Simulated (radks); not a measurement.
The numbers below are computed, except where a source is named.
All-electron atom: Ho36+ in [Ar] 3d10 4s2 4p1.

Level of theory: non-relativistic Kohn-Sham, LB94 model potential, spin-polarised, spherical densities, point nucleus; open shells are filled with parallel spins first (spin-orbit coupling, left out, can overturn this in heavy ions); relativity is left out, which matters for an element this heavy (a radial shooting solver on a logarithmic mesh with Libxc functionals).

Energy parts (eV):
kinetic: 308158.43
electron-nucleus: -679186.72
Hartree: 68777.57
(The LB94 potential has no energy functional, so no total or exchange-correlation energy is given.)

Orbitals (lengths in bohr, moments of r in powers of bohr; r(90%) holds 90 % of the orbital's charge):
orbital  occ.  eigenvalue (eV)      <r>  r(90%)  <1/r>      <r^4>
1s up       1        -53510.35  0.02261  0.0402  66.50  1.176e-06
1s down     1        -53510.35  0.02261  0.0402  66.50  1.176e-06
2s up       1        -9882.363  0.09579   0.147  15.54  0.0001942
2s down     1        -9881.939  0.09579   0.147  15.53  0.0001942
2p up       3        -9507.875  0.08112   0.131  15.57  0.0001229
2p down     3        -9507.120  0.08112   0.131  15.57  0.0001229
3s down     1        -3305.870   0.2426   0.353  5.981   0.006586
3s up       1        -3305.796   0.2425   0.352  5.985   0.006574
3p up       3        -3137.155   0.2318   0.344  5.938   0.005886
3p down     3        -3137.081   0.2319   0.344  5.935   0.005898
3d up       5        -2826.981   0.2038   0.315  5.852   0.004020
3d down     5        -2826.825   0.2039   0.315  5.850   0.004028
4s up       1        -1603.507   0.4802   0.676  2.988    0.09206
4s down     1        -1602.197   0.4792   0.675  2.998    0.09147
4p up       1        -1532.579   0.4773   0.679  2.944    0.09245
4p down     0        -1531.402   0.4762   0.678  2.955    0.09179
4d up       0        -1409.333   0.4648   0.675  2.853    0.08828
4d down     0        -1408.654   0.4635   0.673  2.864    0.08746
5s up       0        -955.8226   0.7979    1.10  1.809     0.6748
5s down     0        -954.1505   0.7987    1.10  1.805     0.6766

The highest occupied level is 4p up at -1532.6 eV. For comparison, the ionisation energy in NIST's Atomic Spectra Database is 1598 eV (theoretical). In exact Kohn-Sham theory the highest level is minus the ionisation energy, but local and semilocal functionals leave it too shallow, through self-interaction and a potential that decays too fast; potentials with the right tail come closer.
